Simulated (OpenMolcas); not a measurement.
## Ag3+: effect of the active space

| Property | Result |
| --- | --- |
| Program | OpenMolcas |
| Method | CASSCF |
| Basis | ANO-RCC-VQZP |
| Scalar Hamiltonian | DKH2, point nucleus |
| Spin-orbit coupling | state interaction with AMFI integrals over the reference wave functions, term energies averaged over their components |

A. 8 electrons in 5 orbitals (4d); 2S+1 = 3 even, 10 roots; 2S+1 = 1 even, 15 roots; cost about 7 core-seconds
B. 8 electrons in 10 orbitals (4d 5d); 2S+1 = 3 even, 10 roots; 2S+1 = 1 even, 15 roots; cost roughly 50 core-seconds

Energies in cm⁻¹ above 4d⁸ ³F₄, the measured ground level; measured values from the list in Gamrath, thesis, University of Mons (2023).

```csv
Level,A,B,Measured
4d⁸ ³F₄,0.0,0.0,0.0
4d⁸ ³F₃,4029,4044,4172
4d⁸ ³F₂,6034,6021,5830
4d⁸ ³P₁,19732,19456,15900
4d⁸ ³P₀,20064,19741,16092
4d⁸ ¹G₄,24202,23921,20570
4d⁸ ¹S₀,56177,55198,47139
```

Deviations, from unrounded energies. A percentage is the sum of absolute deviations over the sum of measured energies, with the sign that they share, or ± where signs differ.

```tsv
Against measurement	Levels	A	B
mean absolute deviation (cm-1)	6	3500	3200
fine structure of the ground term (%)	2	±3.5	±3.2
other terms of the ground configuration (%)	4	+20.5	+18.7
```

B lies closest to measurement on these levels. The largest miss of B in the table is 4d⁸ ¹S₀, by +8100 cm-1. The ranking rests on the paired levels alone, and a cruder setting can come out closer through cancelling errors.

Between A and B the level of the table that moves most is 4d⁸ ¹S₀, by 980 cm-1 (lowest in B, highest in A).

Without dynamic correlation excited terms often stand tens of per cent too high (terms of higher spin than the ground term too low), and those without a measured partner can miss by more than the paired ones. Active for correlation alone: 5d; no level in the range computed is led by a configuration that fills it, so any true level of that kind is missing (holds for B). Measured partners are found by configuration, term and J. A level has none where our copy of the source lacks it or the pairing is in doubt (some pairs that miss far off the trend of their configuration count as doubtful), and it then counts in no deviation. Levels of configurations outside the active space are missing. The table leaves out levels that lie high or whose names do not pair safely across all columns.
